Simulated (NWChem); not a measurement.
System: C2H8BNO; SMILES COB(C)N

```xyz
13

B      0.0078     0.4777     0.0035
C     -0.7832     1.8462    -0.0001
H     -1.8669     1.6802     0.0793
H     -0.5955     2.4114    -0.9284
H     -0.4742     2.4976     0.8338
O     -0.7309    -0.6812     0.0036
C     -0.1313    -1.9406    -0.0020
H      0.4976    -2.1075     0.8929
H     -0.9191    -2.7087    -0.0060
H      0.4989    -2.0994    -0.8973
N      1.4199     0.4437     0.0018
H      1.9742    -0.4008    -0.0012
H      1.9736     1.2879     0.0015
```
Atoms are numbered in this order, from 1.

Coordinates come from a PBE0/def2-SVP optimisation. No frequency run checked for a minimum.

Task: Give the principal values of the shielding tensors (ppm) of B1, C2, O6, C7, N11 from KT2/pcSseg-1, GIAO (NWChem), with their diamagnetic and paramagnetic parts as GIAO splits them.

Result: 
```json
[
 {"atom": "B1", "σ11": "54.6", "σ22": "67.5", "σ33": "95.4", "isotropic": "72.5", "diamagnetic": "196.2", "paramagnetic": "-123.7"},
 {"atom": "C2", "σ11": "177.1", "σ22": "182.4", "σ33": "196.1", "isotropic": "185.2", "diamagnetic": "253.4", "paramagnetic": "-68.3"},
 {"atom": "O6", "σ11": "115.6", "σ22": "246.0", "σ33": "341.0", "isotropic": "234.2", "diamagnetic": "393.8", "paramagnetic": "-159.6"},
 {"atom": "C7", "σ11": "104.4", "σ22": "110.4", "σ33": "182.7", "isotropic": "132.5", "diamagnetic": "247.9", "paramagnetic": "-115.4"},
 {"atom": "N11", "σ11": "141.0", "σ22": "215.1", "σ33": "229.6", "isotropic": "195.2", "diamagnetic": "318.7", "paramagnetic": "-123.5"}
]
```
